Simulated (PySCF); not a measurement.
## [GaI2]+ at several levels of theory

All levels use the PBE0 minimum (singlet; Ga–I 2.368 Å (×2); I–Ga–I 180.0°), basis [Ga def2-TZVP, I def2-TZVP with ECP28], scalar-relativistic core potentials, density fitting, no spin–orbit coupling, PySCF. For vertical energies the ionised species is a doublet (spins chosen at PBE0 and kept). Open shells are unrestricted, also as the reference of the correlated levels. A dash marks a value that was not computed or is not defined at that level.

| level | vertical IP (eV) | −ε(HOMO) (eV) | gap (eV) |
| --- | --- | --- | --- |
| PBE0 | 15.15 | 13.25 | 5.11 |
| HF | 14.96 | 15.66 | 10.87 |
| MP2 | ? | – | – |
| PBE | ? | ? | ? |
| r2SCAN | 15.02 | 12.44 | 3.66 |

Fill in the row of MP2.

vertical IP (eV) 15.59.

Fill in the row of PBE.

vertical IP (eV) 14.81, −ε(HOMO) (eV) 12.13, gap (eV) 3.20.

Spin contamination in at least one species weakens the values at: HF, MP2.
